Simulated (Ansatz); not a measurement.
Born–Oppenheimer molecular dynamics of BFH₃NO (7 atoms, charge 0, multiplicity 1). It goes on from the last frame of an earlier run, with new velocities.

Method: RKS PBE-D4/STO-3G in Ansatz.

```json
{
 "ensemble": "NVT, Nosé–Hoover chain",
 "time step": "0.5 fs",
 "steps asked": "150",
 "set temperature": "100 K",
 "thermostat": "time constant 100 fs, chain length 5",
 "seed": "155422"
}
```

First frame:

```xyz
7
Properties=species:S:1:pos:R:3
B 0.044 -0.049 -0.007
N 0.001 -0.090 1.455
H -0.935 0.093 1.921
H 0.768 0.248 2.046
F 1.159 0.258 -0.606
O -1.063 -0.351 -0.848
H -1.802 -0.466 -0.115
```

What does the run give?

The run went to its last step.

```json
{"steps done": "150", "time covered": "75 fs", "mean temperature over the second half": "150 K", "spread of the potential energy over the second half": "3.2 meV per atom", "mean potential energy of the second half above the start": "-7.8 meV per atom"}
```

The conserved energy stayed within 0.11 meV per atom of its start (net change -0.002 meV per atom), so the integration is sound. The mean temperature of the second half is 50 % above the set value. A run of 0.075 ps of so small a system gives no equilibrium averages. Limits of this set-up: minimal basis.

What happens to the structure?

The same pairs are bonded in the first frame and the last. Pairs count as bonded within 1.25 times the sum of covalent radii (0.12 Å more for H–H). This is one draw of velocities; another would differ in detail.

How do temperature and energy run in time?


| time (fs) | T (K) | potential energy less start (eV) | conserved less start (meV/atom) |
| --- | --- | --- | --- |
| 0 | 100 | 0.000 | 0.00 |
| 2.5 | 104 | -0.003 | 0.04 |
| 5 | 191 | -0.059 | -0.05 |
| 7.5 | 195 | -0.062 | 0.03 |
| 10 | 224 | -0.081 | -0.07 |
| 12.5 | 128 | -0.018 | 0.05 |
| 15 | 94 | 0.003 | 0.00 |
| 17.5 | 104 | -0.004 | 0.04 |
| 20 | 196 | -0.064 | -0.01 |
| 22.5 | 263 | -0.108 | -0.08 |
| 25 | 171 | -0.050 | 0.05 |
| 27.5 | 149 | -0.037 | -0.04 |
| 30 | 87 | 0.004 | 0.11 |
| 32.5 | 191 | -0.066 | -0.08 |
| 35 | 161 | -0.046 | 0.06 |
| 37.5 | 204 | -0.076 | -0.09 |
| 40 | 145 | -0.039 | 0.03 |
| 42.5 | 154 | -0.046 | 0.01 |
| 45 | 183 | -0.066 | -0.01 |
| 47.5 | 187 | -0.071 | 0.03 |
| 50 | 214 | -0.091 | -0.08 |
| 52.5 | 148 | -0.049 | 0.05 |
| 55 | 166 | -0.064 | -0.08 |
| 57.5 | 102 | -0.024 | 0.06 |
| 60 | 148 | -0.056 | -0.04 |
| 62.5 | 159 | -0.064 | 0.01 |
| 65 | 196 | -0.091 | -0.05 |
| 67.5 | 153 | -0.065 | -0.03 |
| 70 | 88 | -0.025 | -0.01 |
| 72.5 | 66 | -0.012 | 0.00 |
| 75 | 105 | -0.038 | 0.00 |

Time of the run: 2.3 min on 1 thread of Arm Neoverse V1, with other jobs on the host, peak memory 0.077 GiB.
